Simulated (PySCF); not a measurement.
# Te²⁺: excitation energy

Te²⁺ [Kr] 4d10 5s2 5p2 (3P) → Te²⁺ [Kr] 4d10 5s1 5p3 (5S), as a difference of total energies. Computed with PySCF 2.14 in dyall-av2z, with the non-relativistic Hamiltonian (point nucleus). Correlated levels: valence: [Kr] 4d10 frozen; virtual orbitals above 40 to 60 times the deepest correlated orbital energy dropped. The calculations carry no spin-orbit coupling.

| method | excitation energy (cm⁻¹) |
| --- | --- |
| UHF | 33204 |
| MP2 (valence) | 39358 |
| SCS-MP2 (valence) | 41951 |
| CCSD (valence) | 41766 |
| CCSD(T) (valence) | 41915 |
